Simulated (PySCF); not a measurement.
Molecule: `Clc1cccc(N)c1`, C6H6ClN.

Bonds (- single, = double, # triple, : aromatic): N1-C2 1.376 Å, C2:C3 1.407 Å, C3:C4 1.390 Å, C4:C5 1.394 Å, C5:C6 1.393 Å, C6-Cl7 1.736 Å, C6:C8 1.390 Å, C8:C2 1.405 Å. N1 carries H9, H10; C3 carries H11; C4 carries H12; C5 carries H13; C8 carries H14.

Geometry PBE0-D3(BJ)/def2-SVP throughout; GIAO in PySCF, gas phase, one conformer, non-relativistic; equivalent atoms averaged; functional PBE0.

For orientation, pcSseg-0 gives these absolute shieldings σ: C2 38.5, C4 53.3, C5 67.4, C3 74.0, C8 72.3, H12 25.85, H13 26.44, H11 26.67, H14 26.64 ppm.

A run gave: C2 60.1, C4 73.5, C5 85.3, C3 92.0, C8 89.7, H12 25.58, H13 26.14, H11 26.43, H14 26.42 ppm (absolute shieldings σ).

Which basis set was used in that run?
A. def2-SVP
B. cc-pVTZ
C. STO-3G
D. 6-31G*
E. 6-31G

## Answers

E. C2 tells them apart best: 6-31G gives 60.1, 6-31G* gives 55.9, STO-3G gives 117.9, cc-pVTZ gives 35.1, def2-SVP gives 50.1 ppm.
